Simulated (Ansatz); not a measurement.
Reaction (hydrogenolysis of the Si–O bond): `N[Si]1(O)CN1` + H₂ → `N[SiH]1CN1` + H₂O

Program: Ansatz. Geometries: PBE0-D4/def2-TZVP. ΔE: electronic, gas phase. CCSD(T)/CBS adds triple-zeta CCSD(T) − MP2 to the extrapolated MP2 energy (def2 sets, frozen cores). This one scheme is used for every species. Functionals use def2-TZVPP. Each species was taken in one conformer, which may not be the lowest.

`N[Si]1(O)CN1`:

```xyz
11

N    -0.139    0.752    1.638
Si   -0.243   -0.109    0.178
O    -1.525   -1.124    0.274
C     0.304    0.313   -1.499
N     1.228   -0.454   -0.557
H    -0.956    1.150    2.071
H     0.692    1.288    1.829
H    -1.661   -1.551    1.122
H    -0.120   -0.266   -2.321
H     0.708    1.266   -1.834
H     1.713   -1.266   -0.900
```

H₂:

Cartesian coordinates in Å:
```
H 0.343 0.136 0.055
H -0.343 -0.136 -0.055
```

`N[SiH]1CN1`:

Z-matrix (Å, degrees):
```
Si
C 1 1.828
N 1 1.693 2 50.6
N 1 1.694 2 129.3 3 97.0
H 1 1.481 2 118.4 3 -111.0
H 2 1.092 1 118.3 3 106.0
H 2 1.089 1 125.2 3 -99.4
H 3 1.006 1 134.4 2 -111.2
H 4 1.005 1 122.9 2 -28.0
H 4 1.005 1 121.9 2 134.8
```

H₂O:

Cartesian coordinates in Å:
```
O -0.145 0.243 0.267
H 0.177 0.463 -0.610
H -0.032 -0.706 0.343
```

```json
{"level": "PBE-D4", "ΔE (kJ/mol)": "77.4"}
{"level": "ωB97M-V", "ΔE (kJ/mol)": "84.9"}
{"level": "CCSD(T)/def2-TZVPP", "ΔE (kJ/mol)": "83.1"}
{"level": "HF/CBS(def2)", "ΔE (kJ/mol)": "77.0"}
```

(1) What does CCSD(T)/CBS give? (Estimate.)

Largest T1 diagnostic among the species: 0.011.

## Answers

(1) Computed: +81.1 kJ/mol. The listed levels differ from it by -3.7, 3.8, 2.0, -4.1 kJ/mol.

The D4 term adds +6.5 kJ/mol with B3LYP and +3.5 kJ/mol with PBE0; it sums over pairs of atoms, weighted by their polarisabilities, and B3LYP, whose exchange is more repulsive, gets the larger term. In def2-TZVPP, CCSD(T) changes the Hartree–Fock value by +5.7 kJ/mol (the triples alone add +2.3 kJ/mol) and MP2 by +10.4 kJ/mol.

B3LYP here is the variant with VWN-RPA as its local correlation; programs differ in this.
